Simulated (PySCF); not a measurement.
ZrI₃, SMILES [I][Zr+]([I])[I], charge +1, multiplicity 1.

Geometry: PBE0-D3(BJ)/def2-SVP. The spin state was assumed, not searched. The isomer is the one that the SMILES or the coordinates give; other isomers of the formula were not compared. The def2 effective core potentials stand for the cores of I, Zr; spin–orbit coupling is left out.

All values below come from PBE/def2-TZVP (PySCF).

| Item | Result |
|---|---|
| total energy | -940.08202 hartree |
| point group | C3v |
| highest occupied level | -11.01 eV |
| lowest empty level | -8.85 eV |
| orbital gap | 2.16 eV |
| dipole moment about the centre of nuclear charge | 3.38 D |
| mean static polarisability | 142.1 bohr³ (21.06 Å³) |
| polarisability, principal values | 89.9, 168.2, 168.2 bohr³ |
